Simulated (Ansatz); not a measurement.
Cartesian coordinates (Å):
SMILES: [F][In]([F])[F]
```xyz
4

F     -1.4556    -1.2576    -0.0366
In    -0.0004    -0.0005     0.0000
F     -0.3606     1.8889     0.0123
F      1.8166    -0.6308     0.0243
```
Charge 0, spin multiplicity 1.

Level of theory: Ansatz (a program for electronic structure) with frozen-core CCSD(T)/def2-TZVPP // r2SCAN-D4/def2-TZVP.

```
Quantity                       Result
----------------------  -------------
HF energy               -487.73917 Ha
MP2 correlation energy    -1.02917 Ha
```

Estimate the CCSD correlation energy, the (T) correction, the total energy and the T1 diagnostic.


The CCSD correlation energy is -1.01724 Ha and the (T) correction is -0.03054 Ha. The CCSD(T) total energy is -488.78695 Ha. The T1 diagnostic is 0.018.
